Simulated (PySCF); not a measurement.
This PySCF input asks for the NMR shieldings of SMILES C=C1S[Si@@H](O)[C@@H]([SiH3])C[S@@]1=O, C4H10O2S2Si2; the geometry comes from GFN2-xTB.

```python
import basis_set_exchange as bse
import numpy as np
from pyscf import gto, dft
from pyscf.prop import nmr

atoms = """
C     3.130905   -1.054791   -0.594647
C     2.189843   -0.311850   -0.023694
S     1.677518    1.271593   -0.480294
Si   -0.136579    1.439371    0.779446
O    -1.097926    2.313094   -0.254102
C    -1.169232   -0.161597    0.552898
Si   -2.356834   -0.011393   -0.939061
C    -0.263783   -1.357866    0.442820
S     1.295790   -0.990588    1.393105
O     0.883642    0.261035    2.104589
H     3.374964   -2.028612   -0.207381
H     3.674481   -0.708542   -1.455107
H     0.060086    2.366798    1.887828
H    -0.894720    3.213021   -0.492647
H    -1.765953   -0.262147    1.462421
H    -3.411831    0.946864   -0.644637
H    -1.612567    0.271237   -2.164236
H    -2.956080   -1.352101   -1.089893
H    -0.679650   -2.261877    0.885559
H     0.052779   -1.570971   -0.576300
"""
names = dict.fromkeys(["C", "S", "Si", "O", "H"], "pcSseg-1")
basis = {el: gto.basis.parse(bse.get_basis(n, elements=[el], fmt="nwchem")) for el, n in names.items()}
mol = gto.M(atom=atoms, basis=basis, charge=0, verbose=0)
mf = dft.RKS(mol, xc="PBE0")
mf.grids.level = 2
mf.grids.alignment = dft.numint.BLKSIZE   # the property module wants whole blocks of grid points
mf.conv_tol = 1e-9
mf.kernel()

calc = nmr.RKS(mf)   # GIAO
C = mf.mo_coeff
Co = C[:, mf.mo_occ > 0]
resp = mf.gen_response(singlet=True, hermi=2)
def vind(x):   # induced exchange potential for any number of trial vectors
    d = np.einsum("pi,xij,qj->xpq", C, 2 * x.reshape(-1, C.shape[1], Co.shape[1]), Co, optimize=True)
    return np.einsum("xpq,pi,qj->xij", resp(d - d.transpose(0, 2, 1)), C, Co, optimize=True).ravel()
mo1, _ = nmr.rhf.solve_mo1(calc, with_cphf=vind)
sigma = calc.kernel(mo1)
for i, s in enumerate(sigma):   # ppm
    w = np.linalg.eigvalsh((s + s.T) / 2)
    print("%2d %-2s iso %8.1f  s11 %8.1f  s22 %8.1f  s33 %8.1f" % (i, mol.atom_pure_symbol(i), w.mean(), *w))
```

Question: What does it print?

Answer: 
```
 0 C  iso     74.2  s11    -30.6  s22     90.1  s33    163.1
 1 C  iso     16.5  s11    -75.7  s22     37.5  s33     87.8
 2 S  iso    571.8  s11    370.2  s22    550.2  s33    794.9
 3 Si iso    388.0  s11    334.4  s22    391.9  s33    437.7
 4 O  iso    228.4  s11    213.0  s22    227.8  s33    244.3
 5 C  iso    182.6  s11    167.3  s22    186.1  s33    194.4
 6 Si iso    421.9  s11    386.3  s22    412.4  s33    467.0
 7 C  iso    126.9  s11     79.8  s22    123.7  s33    177.2
 8 S  iso    254.7  s11    111.9  s22    212.3  s33    439.8
 9 O  iso    243.6  s11     88.6  s22    288.6  s33    353.7
10 H  iso     26.2  s11     21.8  s22     24.1  s33     32.6
11 H  iso     26.0  s11     22.9  s22     23.4  s33     31.7
12 H  iso     25.3  s11     19.3  s22     25.1  s33     31.5
13 H  iso     30.0  s11     22.3  s22     25.0  s33     42.8
14 H  iso     31.7  s11     26.1  s22     27.9  s33     41.0
15 H  iso     27.4  s11     22.9  s22     25.8  s33     33.5
16 H  iso     27.6  s11     23.8  s22     26.9  s33     32.2
17 H  iso     27.7  s11     23.3  s22     25.9  s33     33.9
18 H  iso     28.5  s11     22.5  s22     27.9  s33     35.2
19 H  iso     29.4  s11     25.1  s22     29.5  s33     33.6
```

These numbers come from an equivalent density-fitted implementation of the same equations, which agrees with the script to about 0.01 ppm for H and up to a few tenths of a ppm for heavy atoms, so last digits may differ.

Size and cost of the density-fitted run: 248 basis functions, 2 min wall time on 1 thread of an Arm Neoverse N1, shared host; peak memory 1.2 GiB.
